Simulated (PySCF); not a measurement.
## Two-component Hartree-Fock for Ne³⁺ (neon, charge +3)

Start: [He] 2s2 2p3; 2p3/2 filled at m_j = -1/2, +1/2, +3/2. Calculated with PySCF 2.14 in x2c-TZVPall-2c with one added diffuse shell each of s, p, d type (6s4p3d1f, 40 functions): generalised Hartree-Fock with the X2C-1e Hamiltonian and a Gaussian nucleus; one run each with spin-orbit coupling (SO) switched off, then screened by Boettger's factors. This is a chosen level, not necessarily the ground level.

```json
{"spinor shell": "1s1/2", "electrons": "2", "ε, spin-free (eV)": "-975.76", "ε, screened SO (eV)": "-975.76", "weight of nominal j (screened SO)": "1.000", "rms radius, screened SO (bohr)": "0.182"}
{"spinor shell": "2s1/2", "electrons": "2", "ε, spin-free (eV)": "-116.93", "ε, screened SO (eV)": "-116.93", "weight of nominal j (screened SO)": "1.000", "rms radius, screened SO (bohr)": "0.869"}
{"spinor shell": "2p3/2", "electrons": "3", "ε, spin-free (eV)": "-98.467", "ε, screened SO (eV)": "-98.467", "weight of nominal j (screened SO)": "0.662", "rms radius, screened SO (bohr)": "0.826"}
```

| quantity | spin-free | screened SO |
| --- | --- | --- |
| E (hartree) | -124.24089 | -124.24093 |
| M_J | 3/2 | 3/2 |
| ⟨J²⟩ | 3.753 | 3.753 |
| ⟨L²⟩ | 0.000 | 0.000 |
| ⟨S²⟩ | 3.753 | 3.753 |

Each row is a mean over spinors that exchange with the open shell spreads, by up to 19.880 eV (2s1/2).

Rows whose weight is well below 1 are mixtures of j = l ± 1/2: exchange outweighs spin-orbit coupling there, and the label is only the starting occupation.

Without spin-orbit coupling the j labels of p, d and f shells carry no meaning; the spin-free column gives the mean over the occupied spinors of each nl shell.
